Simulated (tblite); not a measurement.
Record of a relaxation.

Compound: C₂H₁₀GeOSi.
SMILES with atom numbers: `[CH3:1][O:2][SiH2:3][CH2:4][GeH3:5]` (hydrogens: H6, H7, H8 on C1; H9, H10 on Si3; H11, H12 on C4; H13, H14, H15 on Ge5)

Computed with GFN2-xTB (tblite), gas phase: L-BFGS steps from a force-field or distance-geometry start until the largest atomic force falls under 0.01 eV/Å. 13 of its 107 geometries are shown.

Step 0: E = -465.6284 eV, largest atomic force 2.388 eV/Å
```
atom  x, y, z in Å  |  force x, y, z in eV/Å
C1     -2.885   -0.290   -0.037   -1.853   0.188   0.246
O2     -1.738   -0.740   -0.638    1.855   1.418   0.499
Si3    -0.416    0.347   -0.524   -1.407  -0.411  -0.769
C4      1.116   -0.690   -0.377    0.003  -1.527   0.340
Ge5     2.728    0.349   -0.167    1.007   0.444   0.121
H6     -2.805   -0.155    1.067    0.114  -0.232  -0.629
H7     -3.699   -1.029   -0.241    0.530   0.421   0.189
H8     -3.236    0.694   -0.438    0.303  -0.597   0.120
H9     -0.558    1.287    0.612   -0.018  -0.258  -0.137
H10    -0.415    1.131   -1.781   -0.048  -0.063   0.240
H11     1.269   -1.350   -1.267   -0.321   0.336   0.833
H12     0.985   -1.335    0.546    0.270   0.426  -1.088
H13     3.651   -0.442    0.810   -0.249   0.487  -0.365
H14     3.535    0.452   -1.509   -0.445   0.099   0.725
H15     2.464    1.778    0.417    0.260  -0.730  -0.326
```

Step 9: E = -466.0140 eV, largest atomic force 0.248 eV/Å
```
atom  x, y, z in Å  |  force x, y, z in eV/Å
C1     -2.932   -0.274   -0.026    0.013  -0.044  -0.017
O2     -1.685   -0.651   -0.541   -0.133   0.169   0.124
Si3    -0.414    0.368   -0.567   -0.004   0.023   0.067
C4      1.110   -0.730   -0.374   -0.042   0.066  -0.038
Ge5     2.741    0.320   -0.157    0.144   0.071   0.002
H6     -2.863   -0.168    1.063   -0.077   0.027  -0.142
H7     -3.657   -1.052   -0.265    0.031  -0.030  -0.027
H8     -3.272    0.676   -0.452    0.059  -0.125   0.041
H9     -0.540    1.266    0.594    0.099   0.049  -0.067
H10    -0.422    1.165   -1.806    0.020  -0.066   0.112
H11     1.224   -1.384   -1.232   -0.014  -0.080  -0.081
H12     1.011   -1.367    0.500   -0.110  -0.068   0.055
H13     3.682   -0.357    0.792    0.057  -0.009   0.007
H14     3.492    0.499   -1.435    0.011   0.001  -0.077
H15     2.522    1.696    0.379   -0.055   0.016   0.040
```

Step 18: E = -466.0502 eV, largest atomic force 0.191 eV/Å
```
atom  x, y, z in Å  |  force x, y, z in eV/Å
C1     -2.964   -0.283   -0.031    0.074  -0.037  -0.005
O2     -1.666   -0.607   -0.445   -0.058   0.101   0.100
Si3    -0.386    0.393   -0.524   -0.065   0.114   0.044
C4      1.117   -0.746   -0.377   -0.123   0.074   0.005
Ge5     2.762    0.302   -0.166   -0.022   0.013   0.013
H6     -2.986   -0.164    1.057   -0.023   0.021  -0.086
H7     -3.623   -1.106   -0.311    0.016   0.031  -0.020
H8     -3.321    0.644   -0.490    0.085  -0.110  -0.002
H9     -0.425    1.359    0.590    0.025  -0.067  -0.056
H10    -0.403    1.156   -1.778   -0.003  -0.013  -0.001
H11     1.197   -1.402   -1.238    0.035   0.014  -0.094
H12     0.964   -1.392    0.481    0.106  -0.059   0.148
H13     3.749   -0.330    0.771   -0.002  -0.063  -0.035
H14     3.481    0.519   -1.460   -0.028  -0.017  -0.011
H15     2.500    1.664    0.395   -0.018   0.000   0.001
```

Step 26: E = -466.0683 eV, largest atomic force 0.103 eV/Å
```
atom  x, y, z in Å  |  force x, y, z in eV/Å
C1     -2.975   -0.296   -0.039    0.079   0.023  -0.013
O2     -1.642   -0.577   -0.341   -0.013  -0.059   0.032
Si3    -0.374    0.423   -0.489   -0.056   0.027   0.061
C4      1.105   -0.744   -0.359   -0.001   0.065  -0.022
Ge5     2.751    0.296   -0.171    0.079   0.051   0.001
H6     -3.083   -0.152    1.041   -0.043  -0.001  -0.065
H7     -3.588   -1.145   -0.353    0.069   0.074   0.021
H8     -3.314    0.608   -0.548   -0.011  -0.033  -0.010
H9     -0.345    1.418    0.596   -0.038  -0.018  -0.026
H10    -0.402    1.148   -1.768   -0.025  -0.025   0.040
H11     1.177   -1.369   -1.244   -0.011  -0.078  -0.015
H12     0.996   -1.405    0.497   -0.040  -0.032   0.014
H13     3.767   -0.363    0.719   -0.025  -0.010  -0.006
H14     3.444    0.516   -1.479   -0.033   0.032  -0.014
H15     2.479    1.649    0.410    0.068  -0.017   0.003
```

Step 35: E = -466.0854 eV, largest atomic force 0.131 eV/Å
```
atom  x, y, z in Å  |  force x, y, z in eV/Å
C1     -2.966   -0.303   -0.061   -0.002  -0.019   0.000
O2     -1.604   -0.572   -0.159   -0.028  -0.041  -0.047
Si3    -0.371    0.442   -0.415   -0.046   0.065   0.036
C4      1.100   -0.733   -0.342    0.019   0.039   0.019
Ge5     2.754    0.291   -0.194    0.110   0.067   0.022
H6     -3.227   -0.111    0.982   -0.035   0.030  -0.009
H7     -3.510   -1.181   -0.411   -0.032  -0.002   0.009
H8     -3.253    0.561   -0.663    0.029  -0.005   0.006
H9     -0.320    1.491    0.615   -0.003  -0.033  -0.007
H10    -0.458    1.114   -1.717   -0.035   0.012  -0.032
H11     1.139   -1.358   -1.230   -0.006  -0.028  -0.031
H12     1.008   -1.399    0.510   -0.027  -0.036   0.074
H13     3.775   -0.428    0.642    0.039   0.017  -0.069
H14     3.369    0.563   -1.532    0.014  -0.013   0.027
H15     2.558    1.632    0.448    0.003  -0.053   0.002
```

Step 44: E = -466.0945 eV, largest atomic force 0.090 eV/Å
```
atom  x, y, z in Å  |  force x, y, z in eV/Å
C1     -2.966   -0.310   -0.078    0.012   0.001   0.004
O2     -1.604   -0.605   -0.132   -0.079   0.041  -0.010
Si3    -0.390    0.439   -0.395   -0.009   0.019   0.044
C4      1.102   -0.711   -0.318    0.007   0.004  -0.006
Ge5     2.777    0.291   -0.201    0.037   0.021   0.009
H6     -3.262   -0.074    0.949    0.038  -0.011  -0.038
H7     -3.527   -1.181   -0.420    0.036   0.010   0.016
H8     -3.204    0.544   -0.713   -0.058   0.009  -0.020
H9     -0.356    1.488    0.638    0.000  -0.044  -0.039
H10    -0.524    1.102   -1.701    0.008  -0.009   0.023
H11     1.133   -1.346   -1.200    0.000  -0.034  -0.018
H12     1.006   -1.373    0.540    0.028   0.003   0.042
H13     3.828   -0.453    0.568    0.016  -0.017  -0.016
H14     3.366    0.583   -1.545   -0.029   0.005  -0.011
H15     2.615    1.613    0.479   -0.006   0.002   0.021
```

Step 53: E = -466.1016 eV, largest atomic force 0.100 eV/Å
```
atom  x, y, z in Å  |  force x, y, z in eV/Å
C1     -2.983   -0.304   -0.106    0.014  -0.025   0.006
O2     -1.619   -0.590   -0.119   -0.029  -0.016   0.042
Si3    -0.390    0.438   -0.362   -0.037   0.020   0.002
C4      1.114   -0.705   -0.287   -0.021   0.023   0.018
Ge5     2.795    0.290   -0.212    0.021   0.022  -0.008
H6     -3.307   -0.032    0.902    0.045  -0.004  -0.019
H7     -3.517   -1.201   -0.422   -0.035   0.009   0.003
H8     -3.226    0.519   -0.781    0.008  -0.021  -0.012
H9     -0.361    1.491    0.665    0.024  -0.034  -0.015
H10    -0.556    1.085   -1.669    0.081   0.048  -0.033
H11     1.134   -1.360   -1.157   -0.023  -0.029   0.042
H12     1.046   -1.340    0.594   -0.035  -0.032  -0.001
H13     3.883   -0.488    0.466    0.001  -0.022  -0.010
H14     3.313    0.626   -1.573   -0.015   0.040  -0.029
H15     2.671    1.578    0.535    0.000   0.023   0.015
```

Step 62: E = -466.1221 eV, largest atomic force 0.113 eV/Å
```
atom  x, y, z in Å  |  force x, y, z in eV/Å
C1     -3.012   -0.305   -0.166    0.039  -0.022  -0.014
O2     -1.648   -0.604   -0.190   -0.037   0.003   0.008
Si3    -0.395    0.417   -0.342   -0.014   0.031   0.025
C4      1.120   -0.698   -0.191   -0.004  -0.014  -0.002
Ge5     2.799    0.308   -0.248    0.014  -0.023   0.003
H6     -3.305    0.066    0.822    0.062   0.046  -0.082
H7     -3.572   -1.219   -0.371    0.060  -0.020  -0.009
H8     -3.267    0.443   -0.921    0.026  -0.006   0.075
H9     -0.392    1.423    0.727   -0.031   0.046   0.026
H10    -0.450    1.119   -1.630    0.003   0.005  -0.018
H11     1.135   -1.434   -0.995   -0.015  -0.028   0.026
H12     1.082   -1.250    0.748   -0.012  -0.005  -0.035
H13     3.941   -0.565    0.197    0.002   0.030  -0.049
H14     3.142    0.805   -1.622   -0.046  -0.023   0.058
H15     2.818    1.502    0.655   -0.048  -0.020  -0.012
```

Step 71: E = -466.1396 eV, largest atomic force 0.082 eV/Å
```
atom  x, y, z in Å  |  force x, y, z in eV/Å
C1     -2.990   -0.313   -0.232   -0.020  -0.021  -0.017
O2     -1.629   -0.598   -0.159    0.027  -0.028  -0.005
Si3    -0.385    0.437   -0.271    0.003  -0.027   0.031
C4      1.113   -0.696   -0.089    0.004  -0.031   0.002
Ge5     2.786    0.295   -0.281   -0.012   0.003  -0.081
H6     -3.330    0.181    0.682    0.028   0.019  -0.028
H7     -3.533   -1.252   -0.352    0.033   0.000   0.015
H8     -3.207    0.334   -1.084   -0.016   0.029   0.011
H9     -0.441    1.443    0.797    0.011   0.028  -0.006
H10    -0.392    1.129   -1.565   -0.018   0.032  -0.024
H11     1.089   -1.487   -0.837   -0.029   0.009   0.027
H12     1.098   -1.179    0.887    0.001  -0.021  -0.013
H13     3.974   -0.617   -0.153    0.005   0.030   0.012
H14     2.903    0.964   -1.618   -0.018  -0.027   0.053
H15     2.939    1.368    0.747   -0.002   0.005   0.021
```

Step 80: E = -466.1424 eV, largest atomic force 0.022 eV/Å
```
atom  x, y, z in Å  |  force x, y, z in eV/Å
C1     -2.978   -0.314   -0.239   -0.002  -0.002   0.010
O2     -1.617   -0.599   -0.177    0.012  -0.002   0.007
Si3    -0.378    0.441   -0.268    0.007   0.000  -0.004
C4      1.107   -0.708   -0.078    0.008  -0.006  -0.008
Ge5     2.773    0.289   -0.284    0.006   0.001  -0.020
H6     -3.306    0.191    0.672    0.004   0.015   0.005
H7     -3.518   -1.256   -0.339   -0.007   0.010  -0.011
H8     -3.206    0.329   -1.092   -0.006  -0.013  -0.007
H9     -0.435    1.456    0.793    0.000  -0.007   0.006
H10    -0.380    1.144   -1.558   -0.004   0.002  -0.001
H11     1.066   -1.501   -0.823    0.005  -0.005  -0.005
H12     1.095   -1.191    0.898   -0.005   0.007  -0.003
H13     3.979   -0.599   -0.177    0.007  -0.003   0.009
H14     2.867    0.974   -1.611   -0.017  -0.006   0.013
H15     2.926    1.351    0.757   -0.008   0.009   0.009
```

Step 88: E = -466.1428 eV, largest atomic force 0.015 eV/Å
```
atom  x, y, z in Å  |  force x, y, z in eV/Å
C1     -2.975   -0.312   -0.238    0.000   0.003   0.007
O2     -1.615   -0.604   -0.189   -0.009   0.000   0.002
Si3    -0.376    0.438   -0.274    0.000  -0.004  -0.001
C4      1.109   -0.711   -0.083    0.000   0.001   0.001
Ge5     2.773    0.289   -0.282   -0.011   0.006  -0.009
H6     -3.288    0.198    0.676   -0.004   0.012  -0.005
H7     -3.524   -1.249   -0.332    0.006  -0.004   0.003
H8     -3.209    0.330   -1.090    0.005   0.001  -0.002
H9     -0.436    1.446    0.793    0.003  -0.007   0.001
H10    -0.382    1.149   -1.560    0.004  -0.001   0.002
H11     1.071   -1.506   -0.826    0.004  -0.002  -0.005
H12     1.092   -1.190    0.894   -0.004  -0.010   0.004
H13     3.983   -0.593   -0.165    0.005   0.001  -0.001
H14     2.859    0.970   -1.610    0.006   0.001   0.000
H15     2.913    1.354    0.757   -0.004   0.007   0.004
```

Step 97: E = -466.1434 eV, largest atomic force 0.029 eV/Å
```
atom  x, y, z in Å  |  force x, y, z in eV/Å
C1     -2.975   -0.305   -0.233   -0.011   0.005  -0.013
O2     -1.616   -0.604   -0.191   -0.001  -0.010   0.009
Si3    -0.371    0.430   -0.280    0.006  -0.012   0.025
C4      1.111   -0.724   -0.094    0.009  -0.009   0.009
Ge5     2.767    0.292   -0.277   -0.018   0.011   0.000
H6     -3.281    0.217    0.678    0.005   0.004  -0.013
H7     -3.528   -1.241   -0.314   -0.005   0.000   0.007
H8     -3.209    0.329   -1.091   -0.001  -0.002   0.008
H9     -0.421    1.431    0.795   -0.003   0.004   0.001
H10    -0.378    1.148   -1.560    0.001   0.006  -0.016
H11     1.079   -1.513   -0.844    0.003   0.011  -0.005
H12     1.089   -1.211    0.879    0.003   0.003  -0.008
H13     3.988   -0.571   -0.141    0.009  -0.005   0.013
H14     2.864    0.960   -1.611   -0.002   0.012   0.005
H15     2.876    1.370    0.756    0.003  -0.019  -0.022
```

Step 106: E = -466.1443 eV, largest atomic force 0.009 eV/Å
```
atom  x, y, z in Å  |  force x, y, z in eV/Å
C1     -2.974   -0.293   -0.239   -0.005   0.002  -0.002
O2     -1.621   -0.619   -0.177   -0.002   0.000  -0.004
Si3    -0.370    0.408   -0.264   -0.002   0.001   0.006
C4      1.118   -0.740   -0.095   -0.002   0.001  -0.003
Ge5     2.760    0.300   -0.280   -0.004   0.000   0.003
H6     -3.271    0.282    0.641    0.000   0.000   0.003
H7     -3.547   -1.220   -0.276    0.001  -0.005   0.007
H8     -3.192    0.302   -1.128    0.003  -0.004  -0.005
H9     -0.417    1.405    0.814    0.000   0.005   0.002
H10    -0.378    1.131   -1.543    0.000   0.003  -0.004
H11     1.089   -1.520   -0.854    0.002   0.000   0.000
H12     1.108   -1.236    0.874    0.000   0.001  -0.008
H13     3.994   -0.545   -0.150    0.005  -0.006   0.003
H14     2.842    0.981   -1.609   -0.001   0.000   0.005
H15     2.856    1.370    0.759    0.003   0.001  -0.004
```

Q: Summarise the path.

A: The energy falls by 49.78 kJ/mol from step 0 to step 106; nine tenths of that is first reached at step 42. It rises by more than 0.2 meV at step 66. The largest force goes from 2.388 to 0.009 eV/Å. Among the bonds O2–Si3 changes most, from 1.716 to 1.621 Å; the atoms move by 0.547 Å rms after alignment.

Q: Follow the three bonds and two angles with the largest change from start to end.

A: 
```csv
step,E above end (kJ/mol),largest force (eV/Å),O2–Si3 (Å),Ge5–H14 (Å),Ge5–H15 (Å),C1–O2–Si3 (°),C4–Ge5–H13 (°)
0,49.78,2.388,1.716,1.570,1.566,114.1,106.9
5,15.74,0.286,1.627,1.492,1.491,121.1,107.4
9,12.57,0.248,1.629,1.492,1.493,122.1,110.6
14,10.48,0.201,1.623,1.501,1.500,126.0,112.4
18,9.08,0.191,1.626,1.497,1.496,127.0,113.2
23,7.83,0.082,1.621,1.498,1.494,129.8,114.3
28,6.99,0.099,1.621,1.494,1.496,129.7,112.2
32,6.25,0.114,1.617,1.497,1.498,130.2,111.9
37,5.53,0.099,1.619,1.495,1.494,128.7,111.2
41,5.06,0.095,1.621,1.496,1.495,127.7,111.6
46,4.64,0.069,1.622,1.497,1.496,127.2,112.6
51,4.29,0.094,1.621,1.495,1.495,127.6,112.3
55,3.85,0.163,1.622,1.496,1.493,128.1,111.8
60,2.83,0.230,1.624,1.498,1.496,128.1,110.0
65,1.47,0.131,1.624,1.494,1.497,128.5,110.7
69,0.81,0.073,1.623,1.498,1.497,127.8,110.9
74,0.30,0.040,1.622,1.494,1.494,128.3,111.8
78,0.20,0.027,1.621,1.495,1.496,128.1,112.1
83,0.17,0.020,1.621,1.495,1.496,127.8,112.1
88,0.14,0.015,1.621,1.495,1.495,127.6,112.2
92,0.12,0.014,1.621,1.495,1.495,127.6,112.3
97,0.09,0.029,1.621,1.495,1.497,127.6,112.5
101,0.05,0.036,1.621,1.495,1.495,127.1,112.5
106,0.00,0.009,1.621,1.495,1.495,126.8,112.6
```

What follows is the cost of the whole relaxation. Hardware: an Arm Neoverse V1 with one thread, shared host with 32 logical CPUs at a one-minute load of 4.7. Cost: 0.62 s wall.
